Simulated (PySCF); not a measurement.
Species: C₃H₅AlO₂.
Bonds: C1–C2 (double), C2–O3, O3–Al4, Al4–O5, O5–C6 (double), C1–C6. Hydrogens: H7 on C1; H8 on C2; H9, H10 on Al4; H11 on C6.

The closed-shell ground state was solved at several levels (PySCF, density fitting, gas phase, non-relativistic). Geometry: PBE0-D3(BJ)/def2-SVP; no solvent, vibrations or thermal averaging.

```json
{"level": "B3LYP/pcSseg-2", "basis functions": "293", "total energy (Eh)": "-510.4180", "HOMO (eV)": "-7.17", "LUMO (eV)": "-2.70", "gap (eV)": "4.47", "dipole (D)": "4.29"}
{"level": "B3LYP/6-31G*", "basis functions": "98", "total energy (Eh)": "-510.2651", "HOMO (eV)": "-6.95", "LUMO (eV)": "-2.29", "gap (eV)": "4.66", "dipole (D)": "4.22"}
{"level": "PBE0/pcSseg-1", "basis functions": "134", "total energy (Eh)": "-509.8134", "HOMO (eV)": "-7.37", "LUMO (eV)": "-2.44", "gap (eV)": "4.93", "dipole (D)": "4.29"}
```

Task: What might CAM-B3LYP/def2-SVPD (170 basis functions) give for the same quantities?

Result: Total energy -509.8991 Eh, HOMO -8.66 eV, LUMO -1.43 eV, gap 7.23 eV, dipole 4.39 D.

Task: Over all these levels, which gives the widest orbital gap and which the narrowest?

Result: CAM-B3LYP/def2-SVPD (range-separated hybrid) has the widest, 7.23 eV, and B3LYP/pcSseg-2 (global hybrid, 20 % exact exchange) the narrowest, 4.47 eV. Functional and basis both differ between the two, so the spread mixes both effects.

Task: How far do the dipole and the HOMO energy spread over the levels?

Result: The dipole runs from 4.22 to 4.39 D (mean 4.30 D) and the HOMO from -8.66 to -6.95 eV.
